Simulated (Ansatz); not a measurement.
Molecule: C4H6O2, charge 0, multiplicity 1. SMILES: C(=O)(C(=O)C)C
Coordinates optimised at B3LYP-D3(BJ)/def2-TZVP (Ansatz, an electronic-structure program):
```
C
O 1 1.2079
C 1 1.5003 2 124.27
H 3 1.0870 1 109.70 2 0.00
H 3 1.0918 4 110.55 1 121.42
H 3 1.0918 4 110.55 5 117.17
C 1 1.5499 2 119.32 3 -180.00
O 7 1.2079 1 119.32 2 -180.00
C 7 1.5003 8 124.27 1 -180.00
H 9 1.0870 7 109.70 8 0.00
H 9 1.0918 10 110.55 7 -121.42
H 9 1.0918 10 110.55 11 -117.17
```
Charge 0, spin multiplicity 1.

Wanted: atomisation energy (electronic, to ground-state atoms), in kcal/mol. Cores are frozen in the correlated levels unless marked. UHF or UKS for open shells. Spin-orbit coupling is left out. No relativistic terms. The coupled-cluster limit lacks core correlation, which all-electron functionals hold. CBS marks a two-point X^-3 extrapolation of the correlation energy; Hartree-Fock from the larger set. The bracket is a focal-point correction in the basis named.

| level | program | atomisation energy (kcal/mol) |
|---|---|---|
| PBE0-D4/def2-TZVPD | Ansatz + dftd4 | 1248.2 |
| BHLYP-D3(BJ)/def2-TZVPD | Ansatz + dftd3 | 1191.3 |
| CAM-B3LYP-D3(BJ)/def2-TZVPD | Ansatz + dftd3 | 1244.1 |
| B2PLYP-D3(BJ)/def2-TZVPD | Ansatz + dftd3 | 1230.7 |
| RPA@PBE/cc-pVTZ | Ansatz | ? |
| SCS-MP2/STO-3G | Ansatz | 1162.8 |
| RI-MP2/CBS(cc-pVTZ,cc-pVQZ)+[CCSD(T)-MP2]/cc-pVTZ | Ansatz | ? |

Q: What belongs in the gaps?

A: 
- RPA@PBE/cc-pVTZ, atomisation energy (kcal/mol): 1150.2
- RI-MP2/CBS(cc-pVTZ,cc-pVQZ)+[CCSD(T)-MP2]/cc-pVTZ, atomisation energy (kcal/mol): 1238.9
